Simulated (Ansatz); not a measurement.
AlBH₈OSi₂ (`O[BH][Al]([SiH3])[SiH3]`), relaxed with RKS PBE0-D4/def2-TZVP in Ansatz from a PBE-D4/def2-SVP geometry. The force threshold is 0.005 eV/Å; the program also tests the step.

Total charge 0; spin multiplicity 1.

Start:

```xyz
13

O     2.497    0.990    1.511
B     1.559    1.437    0.627
Al    0.000    0.106   -0.004
Si    0.271   -1.315   -2.011
Si   -2.180   -0.089    1.145
H     3.161    1.671    1.733
H     1.633    2.596    0.213
H     1.462   -2.235   -1.864
H    -0.923   -2.180   -2.334
H     0.544   -0.462   -3.231
H    -2.463    0.993    2.159
H    -2.227   -1.407    1.887
H    -3.334   -0.105    0.170
```

Problem. By how much does the energy fall, and how many steps does the optimiser take? (Estimate.)

Solution. Ansatz gave: 0.03 eV, in 29 steps.

Problem. Which bonds change most? (An estimate is asked.)

Solution. Ansatz gave: B2–H7 from 1.233 to 1.211 Å; Si5–H12 from 1.513 to 1.493 Å; Si4–H8 from 1.512 to 1.493 Å; Si5–H11 from 1.510 to 1.491 Å.

Problem. Give the relaxed structure. (Estimate.)

Solution. Ansatz gave: 
```xyz
13

O     2.474    1.014    1.520
B     1.550    1.430    0.619
Al    0.007    0.074    0.005
Si    0.300   -1.360   -1.978
Si   -2.181   -0.065    1.129
H     3.129    1.683    1.743
H     1.638    2.563    0.198
H     1.621   -2.054   -1.979
H    -0.752   -2.406   -2.128
H     0.258   -0.520   -3.215
H    -2.343    0.853    2.293
H    -2.421   -1.453    1.625
H    -3.283    0.243    0.169
```
